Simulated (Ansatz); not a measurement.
Relaxation of the cluster Ca₂S⁺ with UKS PBE-D4/def2-TZVP.

```sh
$ ansatz run in.yaml --threads 4 --pin off --events-out ev --progress --plain --max-ram 3916MiB
```

```yaml
crystal:
  periodic: [false, false, false]
  atoms:
    - {symbol: Ca, position_ang: [0.757930, -2.337700, 0.304250]}
    - {symbol: Ca, position_ang: [-0.572910, 2.348620, -0.529290]}
    - {symbol: S, position_ang: [-0.185020, -0.010920, 0.225040]}
basis:
  gaussian: {orbitals: def2-TZVP}
total_charge: 1
magnetization: {spin_polarized: true, initial_magnetization: 1}
hamiltonian: {xc: pbe, dispersion: d4}
scf: {omitted_lower_state_checks: [starts]}
output: {orbitals: {seedname: orbitals}}
relax: {f_tol: 0.02, max_steps: 100}
```

It took 6.5 s on 4 threads of Arm Neoverse V1 on a shared host.

Positions (Å) and forces (eV/Å) at steps 1, 2, 3 of 3:

```xyz
3
step=1 energy=-47691.8917 eV
Ca    0.758   -2.338    0.304   -0.213    0.535   -0.023
Ca   -0.573    2.349   -0.529    0.090   -0.527    0.164
S    -0.185   -0.011    0.225    0.123   -0.008   -0.141
3
step=2 energy=-47691.9237 eV
Ca    0.734   -2.259    0.292    0.084   -0.199    0.003
Ca   -0.552    2.271   -0.514   -0.032    0.214   -0.073
S    -0.182   -0.011    0.221   -0.052   -0.015    0.070
3
step=3 energy=-47691.9283 eV
Ca    0.741   -2.278    0.293   -0.001    0.010   -0.004
Ca   -0.556    2.290   -0.519    0.003   -0.002   -0.003
S    -0.185   -0.012    0.226   -0.003   -0.007    0.007
```

Another isomer (doublet) lies 0.05 eV lower at PBE0-D4/def2-TZVP.
